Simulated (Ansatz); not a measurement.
From NbN4H7 to NbNHF3: predicting a member

On one Nb centre that keeps NH, n of the NH2 ligands are replaced by F. The HOMO–LUMO gap y in eV at wB97X-V/def2-TZVPP. Shapes: PBE0-D4/def2-TZVP. Flexible molecules stand in one conformer, not always the lowest. Programs: Ansatz 0.2.0.

```
molecule  n  y (eV)
  NbN4H7  0   10.66
 NbN3H5F  1       ?
NbN2H3F2  2   11.66
  NbNHF3  3   11.92
```

Task: Fit y = c + s·n to the known rows and predict NbN3H5F.

Result: 
1. Means of the 3 rows: n = 1.66667, y = 11.413.
2. Σ(Δn)² = 4.6667, Σ(Δn·Δy) = 2.0133, so the slope is 2.0133/4.6667 = 0.43142.
3. Intercept: 11.413 − (0.43142) × 1.66667 = 10.694. The largest residual of the fit is 0.10.
4. NbN3H5F: 10.694 + (0.43142) × 1 = 11.13 eV.

The run gave 11.21 eV, so the prediction is off by -0.08 eV, within the largest residual. The step per swap drifts from +0.55 to +0.26 eV. Other levels give for NbN3H5F: PBE-D4/def2-TZVPP 4.64; r2SCAN-D4/def2-TZVPP 5.08; B3LYP-D4/def2-TZVPP 6.38 eV. Orbital gaps aren't excitation energies, and the LUMO depends on the basis. For atoms past krypton def2 sets carry core potentials with scalar relativity.
